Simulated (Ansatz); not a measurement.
Harmonic vibrations of Ru₃⁺ by finite differences.

```yaml
crystal:
  periodic: [false, false, false]
  atoms:
    - {symbol: Ru, position_ang: [-0.318699, -0.062298, 0.292932]}
    - {symbol: Ru, position_ang: [-0.700334, 0.053478, 2.474383]}
    - {symbol: Ru, position_ang: [-2.450167, -0.660980, 0.501585]}
basis:
  gaussian: {orbitals: def2-TZVP}
total_charge: 1
magnetization: {spin_polarized: true, initial_magnetization: 1}
hamiltonian: {xc: pbe, dispersion: d4}
scf: {omitted_lower_state_checks: [starts]}
phonons: {temperatures: {t_min: 298.15, t_max: 900, t_step: 200}}
```

```sh
$ ansatz run in.yaml --threads 4 --pin off --events-out ev --progress --plain --max-ram 3916MiB
```

It prints (some lines left out):

```
Functional definition: PBE
mean field -7741.00225027 eV, -284.4765856575 hartree, gradient 2.9e-6 eV, S^2 3.234139; 0 other end points of the search recorded, 0 dependent functions left out
mean field -7741.00200477 eV, -284.4765766357 hartree, gradient 2.7e-6 eV, S^2 3.238874; 0 other end points of the search recorded, 0 dependent functions left out
mean field -7741.00240084 eV, -284.4765911909 hartree, gradient 2.9e-6 eV, S^2 3.229381; 0 other end points of the search recorded, 0 dependent functions left out
mean field -7741.00234496 eV, -284.4765891373 hartree, gradient 1.6e-6 eV, S^2 3.238512; 0 other end points of the search recorded, 0 dependent functions left out
mean field -7741.00211633 eV, -284.4765807355 hartree, gradient 1.8e-6 eV, S^2 3.229753; 0 other end points of the search recorded, 0 dependent functions left out
mean field -7741.00222698 eV, -284.4765848019 hartree, gradient 1.1e-6 eV, S^2 3.232085; 0 other end points of the search recorded, 0 dependent functions left out
mean field -7741.00226401 eV, -284.4765861624 hartree, gradient 2.6e-6 eV, S^2 3.236203; 0 other end points of the search recorded, 0 dependent functions left out
mean field -7741.00208921 eV, -284.4765797389 hartree, gradient 2.4e-6 eV, S^2 3.230888; 0 other end points of the search recorded, 0 dependent functions left out
mean field -7741.00236213 eV, -284.4765897684 hartree, gradient 2.6e-6 eV, S^2 3.237384; 0 other end points of the search recorded, 0 dependent functions left out
mean field -7741.00241231 eV, -284.4765916123 hartree, gradient 2.9e-6 eV, S^2 3.231449; 0 other end points of the search recorded, 0 dependent functions left out
mean field -7741.00197928 eV, -284.4765756990 hartree, gradient 2.6e-6 eV, S^2 3.236824; 0 other end points of the search recorded, 0 dependent functions left out
mean field -7741.00226958 eV, -284.4765863672 hartree, gradient 2.3e-6 eV, S^2 3.233010; 0 other end points of the search recorded, 0 dependent functions left out
mean field -7741.00222531 eV, -284.4765847404 hartree, gradient 2.0e-6 eV, S^2 3.235274; 0 other end points of the search recorded, 0 dependent functions left out
Total energy: -7741.13087509 eV, -284.4813125327 hartree
Atom 0 at    -0.318699    -0.062298     0.292932 Å, force    -0.075351    -0.028521    -0.063363 eV/Å
Atom 1 at    -0.700334     0.053478     2.474383 Å, force    -0.010856     0.004528     0.073928 eV/Å
Atom 2 at    -2.450167    -0.660980     0.501585 Å, force     0.086207     0.023992    -0.010565 eV/Å
Dipole moment:    -0.096906    -0.020919     0.070065 e Å
Vibrations: 109.80 250.22 313.41 cm⁻¹, zero-point energy 0.041747 eV
Checks for a lower state left out: starts
```

Hardware: 4 threads of Intel Xeon on a shared host. Wall time 43 s.

In the def2 sets Ru takes a core potential; there is no spin–orbit coupling. The charge 1 doublet is spin-contaminated (final ⟨S²⟩ up to 3.23, 0.75 for a pure state). The structure comes from a short search, and lower isomers may exist.
